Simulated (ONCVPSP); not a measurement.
# Building the ONCV potential for arsenic (PBE, scalar-relativistic).

Input for ONCVPSP 4.0.1:

```
# ATOM AND REFERENCE CONFIGURATION
# atsym  z   nc   nv     iexc    psfile
  As 33.00    3    5        4      upf
#
#   n    l    f
    1    0    2.00
    2    0    2.00
    2    1    6.00
    3    0    2.00
    3    1    6.00
    3    2   10.00
    4    0    2.00
    4    1    3.00
#
# PSEUDOPOTENTIAL AND OPTIMIZATION
# lmax
    2
#
#   l,   rc,      ep,       ncon, nbas, qcut
    0    0.80    0.00    4    7   11.70
    1    1.15    0.00    4    7   13.30
    2    0.65    0.00    5    9   22.40
#
# LOCAL POTENTIAL
# lloc, lpopt,  rc(5),   dvloc0
    2    5    0.65    0.00
#
# VANDERBILT-KLEINMAN-BYLANDER PROJECTORs
# l, nproj, debl
    0    2    3.50
    1    3    0.70
    2    0    1.50
#
# MODEL CORE CHARGE
# icmod, fcfact, rcfact
    0    0.00    0.00
#
# LOG DERIVATIVE ANALYSIS
# epsh1, epsh2, depsh
   -8.00    5.00    0.04
#
# OUTPUT GRID
# rlmax, drl
    6.00    0.01
#
# TEST CONFIGURATIONS
# ncnf
    4
# nvcnf
#   n    l    f
    5
    3    0    2.00
    3    1    6.00
    3    2   10.00
    4    0    2.00
    4    1    2.00
#
    5
    3    0    2.00
    3    1    6.00
    3    2   10.00
    4    0    2.00
    4    1    1.00
#
    5
    3    0    2.00
    3    1    6.00
    3    2   10.00
    4    0    2.00
    4    1    0.00
#
    5
    3    0    2.00
    3    1    6.00
    3    2    9.00
    4    0    2.00
    4    1    4.00
#
```

Command:

```bash
oncvpsp.x < As.dat > As.out
```

The program printed (shortened: citation, most of the input echo, consistency checks and plot data are left out):

```
ONCVPSP  (Optimized Norm-Conservinng Vanderbilt PSeudopotential)
scalar-relativistic version 4.0.1

#   n    l    f        energy (Ha)
    1    0    2.00    -4.3068475E+02
    2    0    2.00    -5.4637418E+01
    2    1    6.00    -4.7908348E+01
    3    0    2.00    -6.9936029E+00
    3    1    6.00    -4.9125576E+00
    3    2   10.00    -1.4936966E+00
    4    0    2.00    -5.3265325E-01
    4    1    3.00    -1.9091332E-01

Reference configufation results
  iterations    23
  all-electron total energy (Ha)   -2.26080651D+03

Begin loop to  construct optimized pseudo wave functions
and semi-local pseudopoentials for all angular momenta

Calculating optimized projector #   1

 for l=   0

    Fraction of norm inside rc  0.830830
    Optimizing pswf for qcut=  11.72 a_B^-1,  ecut=  68.62 Ha
    Residual kinetic energy error=  1.68D-03 Ha

    Energy error per electron        Cutoff
         Ha          eV             Ha
         0.01000     0.27211       56.00
         0.00100     0.02721       92.38
         0.00010     0.00272      190.00
         0.00001     0.00027      273.07

Calculating optimized projector #   2

 for l=   0

    Fraction of norm inside rc  0.040532
    Optimizing pswf for qcut=  11.72 a_B^-1,  ecut=  68.62 Ha
    Residual kinetic energy error=  5.06D-04 Ha

    Energy error per electron        Cutoff
         Ha          eV             Ha
         0.01000     0.27211       45.42
         0.00100     0.02721       63.94
         0.00010     0.00272      112.49
         0.00001     0.00027      209.69

   Wellstate for l =  1  n =  5
     eigenvalue =   0.5091
     asymptotic potential =   1.0091
     half-point radius =  5.1674

Calculating optimized projector #   1

 for l=   1

    Fraction of norm inside rc  0.966731
    Optimizing pswf for qcut=  13.29 a_B^-1,  ecut=  88.31 Ha
    Residual kinetic energy error=  1.61D-07 Ha

    Energy error per electron        Cutoff
         Ha          eV             Ha
         0.01000     0.27211       48.88
         0.00100     0.02721       60.30
         0.00010     0.00272       69.47
         0.00001     0.00027       77.19

Calculating optimized projector #   2

 for l=   1

    Fraction of norm inside rc  0.045964
    Optimizing pswf for qcut=  13.29 a_B^-1,  ecut=  88.31 Ha
    Residual kinetic energy error=  5.00D-08 Ha

    Energy error per electron        Cutoff
         Ha          eV             Ha
         0.01000     0.27211       35.98
         0.00100     0.02721       50.11
         0.00010     0.00272       62.11
         0.00001     0.00027       72.17

Calculating optimized projector #   3

 for l=   1

    Fraction of norm inside rc  0.032429
    Optimizing pswf for qcut=  13.29 a_B^-1,  ecut=  88.31 Ha
    Residual kinetic energy error=  4.17D-08 Ha

    Energy error per electron        Cutoff
         Ha          eV             Ha
         0.01000     0.27211       33.88
         0.00100     0.02721       48.15
         0.00010     0.00272       60.85
         0.00001     0.00027       71.11

Calculating optimized projector #   1

 for l=   2

    Fraction of norm inside rc  0.558564
    Optimizing pswf for qcut=  22.37 a_B^-1,  ecut= 250.20 Ha
    Residual kinetic energy error=  1.13D-04 Ha

    Energy error per electron        Cutoff
         Ha          eV             Ha
         0.01000     0.27211      187.99
         0.00100     0.02721      220.15
         0.00010     0.00272      253.07
         0.00001     0.00027      648.25

Construct Vanderbilt / Kleinmman-Bylander projectors

B matrix Hermiticity error, ll=   0
   1   2    1.4019E-03

  Orthonormal projector coefficients  6.1499E+01  7.8930E+00

B matrix Hermiticity error, ll=   1
   1   2    6.4686E-04
   1   3   -6.0111E-04
   2   3    2.1369E-05

  Orthonormal projector coefficients  3.9035E+01  1.0719E+01 -8.5188E-01

Pseudoatom total energy -331.249179

Diagnostic tests using Vanderbilt-Kleinman-Bylander pseudopotentials
  1 or more projectors used as specified by nproj input data

   l    rcore       rmatch      e in        delta e   norm test  slope test

   0   0.8009124   0.8252298  -6.9936029  -0.0000629   1.0003110   1.0003381
   0   0.8009124   0.8252298  -0.5326533   0.0000411   1.0001634   1.0001536

   1   1.1536175   1.1886438  -4.9125576  -0.0000620   1.0002921   1.0002724
   1   1.1536175   1.1886438  -0.1909133   0.0000226   1.0001178   1.0000518
   1   1.1536175   1.1886438   0.5090867   0.0002435   1.0003476   1.0003476

   2   0.6535122   0.6733542  -1.4936966   0.0000165   1.0000092   1.0000159

 Testing for bound ghosts
   n   l    E NL Schr. Eq   E Basis Diag.   E Cutoff

   1   0       -6.993666       -6.993385    294.53
   2   0       -0.532612        0.006248    294.53

   2   1       -4.912620       -4.912124    229.00
   3   1       -0.190891       -0.019478    229.00

 Testing for highly-localized positive-energy ghosts
       l    <radius>/rc     E Basis Diag.   E Cutoff

       0        0.379323       16.497039    294.53  WARNING - GHOST(+)

Test configuration 0

   n   l     f        eae           eps        diff
   1   0  2.0000 -430.68474654
   2   0  2.0000  -54.63741766
   2   1  6.0000  -47.90834793
   3   0  2.0000   -6.99360286   -6.99366576   -6.29D-05
   3   1  6.0000   -4.91255763   -4.91261963   -6.20D-05
   3   2 10.0000   -1.49369658   -1.49368011    1.65D-05
   4   0  2.0000   -0.53265325   -0.53261217    4.11D-05
   4   1  3.0000   -0.19091332   -0.19089073    2.26D-05

    Total energies and differences
      AE_ref= -2.26080651D+03  AE_tst= -2.26080651D+03  dif=  0.00D+00
      PS_ref= -3.31249179D+02  PS_tst= -3.31249179D+02  dif=  1.71D-12
      PSP excitation error= -1.71D-12

Test configuration 1

   n   l     f        eae           eps        diff
   1   0  2.0000 -431.04793338
   2   0  2.0000  -54.99773572
   2   1  6.0000  -48.26903610
   3   0  2.0000   -7.35274464   -7.35275552   -1.09D-05
   3   1  6.0000   -5.27167127   -5.27165335    1.79D-05
   3   2 10.0000   -1.85213267   -1.85211991    1.28D-05
   4   0  2.0000   -0.85830378   -0.85824785    5.59D-05
   4   1  2.0000   -0.49022998   -0.49019114    3.88D-05

    Total energies and differences
      AE_ref= -2.26080651D+03  AE_tst= -2.26047028D+03  dif=  3.36D-01
      PS_ref= -3.31249179D+02  PS_tst= -3.30912933D+02  dif=  3.36D-01
      PSP excitation error= -1.81D-05

Test configuration 2

   n   l     f        eae           eps        diff
   1   0  2.0000 -431.48242963
   2   0  2.0000  -55.42607330
   2   1  6.0000  -48.69813149
   3   0  2.0000   -7.77848885   -7.77842044    6.84D-05
   3   1  6.0000   -5.69728781   -5.69712704    1.61D-04
   3   2 10.0000   -2.27619489   -2.27621835   -2.35D-05
   4   0  2.0000   -1.22918273   -1.22910813    7.46D-05
   4   1  1.0000   -0.83306953   -0.83300790    6.16D-05

    Total energies and differences
      AE_ref= -2.26080651D+03  AE_tst= -2.25981179D+03  dif=  9.95D-01
      PS_ref= -3.31249179D+02  PS_tst= -3.30254398D+02  dif=  9.95D-01
      PSP excitation error= -6.48D-05

Test configuration 3

   n   l     f        eae           eps        diff
   1   0  2.0000 -431.97662462
   2   0  2.0000  -55.91023323
   2   1  6.0000  -49.18349980
   3   0  2.0000   -8.25834629   -8.25816542    1.81D-04
   3   1  6.0000   -6.17686237   -6.17648320    3.79D-04
   3   2 10.0000   -2.75313011   -2.75322721   -9.71D-05
   4   0  2.0000   -1.63281311   -1.63271041    1.03D-04

    Total energies and differences
      AE_ref= -2.26080651D+03  AE_tst= -2.25879371D+03  dif=  2.01D+00
      PS_ref= -3.31249179D+02  PS_tst= -3.29236247D+02  dif=  2.01D+00
      PSP excitation error= -1.35D-04

Test configuration 4

   n   l     f        eae           eps        diff
   1   0  2.0000 -431.15682175
   2   0  2.0000  -55.15990290
   2   1  6.0000  -48.42674907
   3   0  2.0000   -7.41225881   -7.41542239   -3.16D-03
   3   1  6.0000   -5.32234144   -5.32322539   -8.84D-04
   3   2  9.0000   -1.88608303   -1.88538379    6.99D-04
   4   0  2.0000   -0.61563689   -0.61573566   -9.88D-05
   4   1  4.0000   -0.23755799   -0.23753566    2.23D-05

    Total energies and differences
      AE_ref= -2.26080651D+03  AE_tst= -2.25933293D+03  dif=  1.47D+00
      PS_ref= -3.31249179D+02  PS_tst= -3.29775539D+02  dif=  1.47D+00
      PSP excitation error= -6.32D-05
```

The run took about 4.5 s on one core of a shared server CPU.
